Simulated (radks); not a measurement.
All-electron atom: Pb XXXIX in [Kr] 4d8 (the NIST ground configuration).

All-electron calculation, Dirac Kohn-Sham, exchange-only PBE, spin-unpolarised, spherical densities, finite nucleus; open shells fill j = l - 1/2 first; Fermi nuclear charge, rms radius 5.5012 fm. Program: a radial shooting solver on a logarithmic mesh with Libxc functionals.

Energy parts (eV):
total: -546177.82
kinetic: 639034.80
electron-nucleus: -1308627.73
Hartree: 132168.56
exchange: -8753.46

Orbitals (lengths in bohr, moments of r in powers of bohr):
| orbital | occ. | eigenvalue (eV) | <r^2> | small-component weight |
|---|---|---|---|---|
| 1s1/2 | 2 | -89524.96 | 0.0003576 | 9.78e-02 |
| 2s1/2 | 2 | -17325.81 | 0.005368 | 2.26e-02 |
| 2p1/2 | 2 | -16707.96 | 0.003776 | 2.27e-02 |
| 2p3/2 | 4 | -14519.58 | 0.004958 | 1.99e-02 |
| 3s1/2 | 2 | -5365.993 | 0.03431 | 7.69e-03 |
| 3p1/2 | 2 | -5089.460 | 0.03114 | 7.63e-03 |
| 3p3/2 | 4 | -4593.525 | 0.03718 | 6.87e-03 |
| 3d3/2 | 4 | -4141.143 | 0.02829 | 6.72e-03 |
| 3d5/2 | 6 | -4035.505 | 0.02991 | 6.51e-03 |
| 4s1/2 | 2 | -2286.755 | 0.1444 | 3.12e-03 |
| 4p1/2 | 2 | -2165.803 | 0.1430 | 3.04e-03 |
| 4p3/2 | 4 | -2016.993 | 0.1636 | 2.79e-03 |
| 4d3/2 | 4 | -1822.618 | 0.1571 | 2.64e-03 |
| 4d5/2 | 4 | -1791.795 | 0.1629 | 2.58e-03 |

The highest occupied level is 4d5/2 at -1791.8 eV. For comparison, the ionisation energy in NIST's Atomic Spectra Database is 1819 eV (theoretical). In exact Kohn-Sham theory the highest level is minus the ionisation energy, but local and semilocal functionals leave it too shallow, through self-interaction and a potential that decays too fast; potentials with the right tail come closer. The density falls to 0.001 e/bohr^3 at r = 1.04 bohr.

Beside tabulated values, note that spin-unpolarised runs miss the spin-polarisation part of the exchange energy of open shells.
